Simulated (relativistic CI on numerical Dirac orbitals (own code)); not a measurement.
## What each ingredient does to the levels of Xe47+

Base calculation: Dirac-Coulomb-Breit CI, separate exchange-only KLI orbitals for each configuration, a model potential for QED, unscaled Slater integrals.

Configurations in the expansion (outside the closed core 1s2): 2s2 2p3, 2s 2p4, 2p5, 2p4 3s, 2p4 3p, 2p4 3d, 2s2 2p2 3s, 2s2 2p2 3p, 2s2 2p2 3d, 2s 2p3 3s, 2s 2p3 3p, 2s 2p3 3d, 2s2 2p2 4s, 2s2 2p2 4p, 2s2 2p2 4d, 2s2 2p2 4f. Levels of other configurations are missing.

Variants: (1) one mean potential for all configurations. Shifts of the energy above 2s2 2p3 2P°_3/2, in eV, for the lowest level and the first level of each name with at least 55 % of one term (blank where a level changes its place among those of its configuration and J or its character, or is not in the variant):

| Level | Base | Δ(1) |
| --- | --- | --- |
| 2s2 2p3 2P°_3/2 | 0.00 | 0.00 |
| 2s2 2p3 2D°_5/2 | 342.57 | +0.06 |
| 2s2 2p3 2P°_1/2 | 373.76 | +0.04 |
| 2s 2p4 4P_5/2 | 540.51 | +0.17 |
| 2s 2p4 2S_1/2 | 609.86 | +0.16 |
| 2s 2p4 4P_3/2 | 883.24 | +0.17 |
| 2s 2p4 2D_5/2 | 916.15 | +0.17 |
| 2s 2p4 2P_1/2 | 953.25 | +0.17 |
| 2p5 2P°_3/2 | 1207.02 | +0.39 |
| 2p5 2P°_1/2 | 1550.29 | +0.33 |
| 2s2 2p2 3s 4P_3/2 | 4901.92 | +0.87 |
| 2s2 2p2 3s 2P_1/2 | 4909.28 | +0.97 |
| 2s2 2p2 3s 2D_5/2 | 4919.08 | +0.80 |
| 2s2 2p2 3s 2D_3/2 | 4923.59 | +0.86 |

At this charge energies of transitions that change n are usually good to better than 1 %, and those within a shell (Δn = 0) to a few per cent.

Ionisation energy from the two ground configurations alone: base 8381.19 eV. The NIST ASD value (theoretical) is 8382 eV.

LS names give the leading component of a level, which can be under half, so a name can repeat, a term be missing and a line seem to break the LS rules.
